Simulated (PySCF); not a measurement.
Species: C₄H₄IN.
Numbering: `[I:1][C:2]1=[CH:3][CH2:4][CH:5]=[N:6]1` (hydrogens: H7 on C3; H8, H9 on C4; H10 on C5)

Computed by this run: PySCF, PBE0-D3(BJ)/def2-SVP geometry optimisation, gas phase, def2 core potentials past Kr; density fitting, grid level 1; the optimiser is geomeTRIC in internal coordinates, started from a GFN2-xTB structure with every atom displaced at random (about 0.01 Å).

Step 1: E = -13792.3574 eV
```
atom  x, y, z in Å  |  force x, y, z in eV/Å
I1      2.8926   -0.8643    1.3679    0.027  -0.159  -0.261
C2      1.0971   -0.4952    0.3671    0.038   0.237   0.345
C3      0.7333    0.6856   -0.1742   -0.403  -0.149  -0.077
C4     -0.7434    0.5704   -0.4191    0.389   0.274  -0.182
C5     -1.0118   -0.8045    0.0861    0.002  -0.323  -0.124
N6      0.0491   -1.4233    0.4729   -0.146   0.118   0.275
H7      1.3440    1.5652   -0.3479    0.084   0.088   0.016
H8     -1.0141    0.6415   -1.4878   -0.012  -0.053  -0.103
H9     -1.3144    1.3818    0.0634   -0.075  -0.077   0.168
H10    -1.9925   -1.2986    0.0894    0.095   0.043  -0.057
```

Step 2: E = -13792.4149 eV
```
atom  x, y, z in Å  |  force x, y, z in eV/Å
I1      2.9207   -0.9407    1.2973    0.017   0.016  -0.181
C2      1.0950   -0.4622    0.4159   -0.224   0.099   0.209
C3      0.7171    0.7053   -0.1463    0.081   0.071  -0.062
C4     -0.7446    0.5742   -0.4301    0.194   0.085  -0.123
C5     -1.0084   -0.7994    0.0902    0.041  -0.164  -0.051
N6      0.0451   -1.3888    0.5340   -0.140  -0.033   0.117
H7      1.3291    1.5851   -0.3340    0.020   0.005   0.005
H8     -0.9843    0.6191   -1.5105    0.033  -0.002   0.000
H9     -1.3510    1.3730    0.0339   -0.029  -0.088   0.094
H10    -1.9788   -1.3071    0.0675    0.008   0.010  -0.008
```

Step 3: E = -13792.4319 eV
```
atom  x, y, z in Å  |  force x, y, z in eV/Å
I1      2.9438   -0.9444    1.1664    0.182  -0.096   0.113
C2      1.0548   -0.4408    0.4806    0.212   0.024   0.149
C3      0.7155    0.7249   -0.1073   -0.200  -0.245   0.023
C4     -0.7280    0.5684   -0.4375   -0.244   0.064  -0.205
C5     -1.0182   -0.8045    0.0916   -0.005   0.252  -0.046
N6      0.0065   -1.3699    0.6167    0.213   0.058  -0.091
H7      1.3458    1.5917   -0.3056   -0.044  -0.091  -0.005
H8     -0.9201    0.5973   -1.5288   -0.008   0.059   0.038
H9     -1.3743    1.3465    0.0079   -0.044  -0.036   0.004
H10    -1.9861   -1.3107    0.0339   -0.061   0.011   0.019
```

Step 4: E = -13792.4428 eV
```
atom  x, y, z in Å  |  force x, y, z in eV/Å
I1      2.9583   -0.9553    1.1931   -0.070   0.019  -0.006
C2      1.0672   -0.4406    0.4841    0.034  -0.033  -0.021
C3      0.7097    0.7150   -0.1132    0.058   0.073   0.031
C4     -0.7367    0.5733   -0.4438    0.020  -0.097  -0.032
C5     -1.0121   -0.7984    0.0873   -0.056  -0.043  -0.003
N6      0.0174   -1.3696    0.6029    0.002   0.063   0.004
H7      1.3365    1.5811   -0.3134    0.015   0.004  -0.019
H8     -0.9347    0.6115   -1.5325    0.004   0.028   0.016
H9     -1.3832    1.3448    0.0119    0.002  -0.009   0.025
H10    -1.9826   -1.3033    0.0413   -0.009  -0.006   0.005
```

Task: Estimate the geometry and energy of step 5. (The exact step hangs on the optimiser's Hessian estimate; all steps are aligned on step 4, rigid shifts and turns removed.)

Result: E = -13792.4436 eV, largest force 0.080 eV/Å
```
atom  x, y, z in Å  |  force x, y, z in eV/Å
I1      2.9510   -0.9561    1.2019    0.001   0.008   0.003
C2      1.0704   -0.4395    0.4787   -0.060  -0.026  -0.003
C3      0.7126    0.7167   -0.1170   -0.004   0.020   0.020
C4     -0.7356    0.5707   -0.4436   -0.011  -0.017  -0.062
C5     -1.0139   -0.8009    0.0855    0.074   0.028   0.007
N6      0.0194   -1.3663    0.5998   -0.012  -0.041   0.028
H7      1.3382    1.5836   -0.3189    0.002   0.000  -0.017
H8     -0.9371    0.6162   -1.5309   -0.003   0.026   0.002
H9     -1.3803    1.3402    0.0182    0.001   0.001   0.019
H10    -1.9849   -1.3060    0.0440    0.011   0.001   0.002
```

The energy changes by -0.0007 eV. The first-order estimate −F·Δx gives -0.0020 eV and the mean of the old and new forces, exact on a quadratic surface, -0.0008 eV. The step makes an angle of 60° with the force vector and moves no atom by more than 0.011 Å.

The cost below is that of the whole optimisation. The run took 61 s of wall time on one thread, Arm Neoverse V1 (aarch64), on a shared host, and the process peaked at 0.48 GiB of memory.
